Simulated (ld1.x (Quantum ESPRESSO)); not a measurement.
## Mo (Z = 42): excitation energies, all-electron against ultrasoft

```json
{"Element": "Mo (Z = 42)", "Generator": "ld1.x (Quantum ESPRESSO) 7.5", "Type": "ultrasoft", "Functional": "LDA (PZ)", "Relativity": "scalar-relativistic", "Frozen core": "[Ar] 3d10", "Valence charge": "14", "Reference configuration": "4s2 4p6 4d6 5s0 5p0", "Partial waves": "4s (bound): rcut 1.45, rcutus 1.55 bohr; 5s (bound, empty): rcut 1.45, rcutus 1.55 bohr; 4p (bound): rcut 2.20, rcutus 2.35 bohr; 5p (bound, empty): rcut 2.20, rcutus 2.35 bohr; 4d (bound): rcut 1.40, rcutus 1.70 bohr; 4d channel at 0.3 Ry: rcut 1.40, rcutus 1.70 bohr", "Local potential": "all-electron potential smoothed inside 1.40 bohr (lloc = -1)", "Core correction": "none", "Augmentation charge": "built from norm-conserving waves at rcut, not smoothed further"}
```

Energies are relative to the spin-unpolarised reference configuration 4s2 4p6 4d6 5s0 5p0; without spin polarisation the order of configurations can differ from experiment. Not all tests gave a result: test run stopped at test 4 of 9 (negative norm?).

Its overlap operator is not positive definite in a basis up to 400 Ry (lowest eigenvalue p -0.75), so the file is unfit for use: the generalised eigenproblem breaks down once the basis is large enough, and its test numbers describe a broken file.

```
valence configuration  charge  ΔE all-electron (eV)  error AE − PS (meV)
  4s2 4p6 4d5 5s1 5p0       0                -0.822                -1110
  4s2 4p6 4d5 5s0 5p0      +1                 6.364                  -11
  4s2 4p6 4d4 5s0 5p0      +2                22.067                 -171
```

These tests converged, but a pseudo level misses the all-electron one widely, so the file describes the atom poorly there or has found another state: 4s2 4p6 4d4 5s0 5p0: empty 5s by 2.2 eV.

A Bessel basis up to 400 Ry misses an occupied level by 1.09 Ry, so cutoffs and ghosts were not judged.
